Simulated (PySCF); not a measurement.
# From computed data to an observable: oscillator strength and radiative lifetime

C3H9ClOSi, SMILES COC[Si@H](C)Cl.

Coordinates come from a B3LYP-D3(BJ)/def2-SVP optimisation. The structure was generated by enumeration; whether it is a known compound was not checked. Other conformers were not sampled.

TDA-PBE0/def2-SVPD run with PySCF puts the first singlet state with f over 0.02 at 7.56 eV (vertical), with the transition dipole (0.056, -0.354, 0.083) in atomic units.

Problem. Find the oscillator strength, the wavelength and the radiative lifetime that this transition would have in vacuum if emission retraced absorption.

Solution. 
|μ|² = 0.1353 au, so |μ| = 0.94 D. ΔE = 7.56/27.211 = 0.2778 hartree. f = (2/3) ΔE |μ|² = 0.025 (the program prints 0.025).
λ = 1239.84/7.56 = 164 nm; ν = 60975 cm⁻¹.
Einstein's coefficient A = 0.6670 ν² f s⁻¹ (ν in cm⁻¹) = 6.2e7 s⁻¹, so τ = 1/A = 16 ns. This state is S4; the lower singlets have f = 0.018, 0.010, 0.011. The figure is the radiative limit of this one transition; relaxation, internal conversion, crossing to triplets and a medium change what is measured.
